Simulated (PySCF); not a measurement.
Mg(Cl)(SiH3) (ClH₃MgSi), SMILES [SiH3][Mg][Cl].

Coordinates come from a PBE0-D3(BJ)/def2-TZVP optimisation.

Computed with PySCF with C-PCM-M06-2X/def2-SVP.

The values are the electrostatic part of the solvation free energy, E(continuum) − E(gas) at the gas-phase geometry, in a cavity of scaled van der Waals radii (PySCF's table); cavitation and dispersion terms are not included. A continuum can't describe solvent molecules that bind to the metal. In vacuum the orbital gap is 7.72 eV. The dipole moment in vacuum is 1.39 D.

Computed values in water (ε = 78.36), chloroform (ε = 4.71), acetonitrile (ε = 35.69):
| solvent | ε | ΔG(elec) (kcal/mol) | dipole (D) | gap (eV) |
|---|---|---|---|---|
| water | 78.36 | -12.0 | 1.02 | 7.83 |
| chloroform | 4.71 | -9.1 | 1.14 | 7.80 |
| acetonitrile | 35.69 | -11.8 | 1.03 | 7.83 |
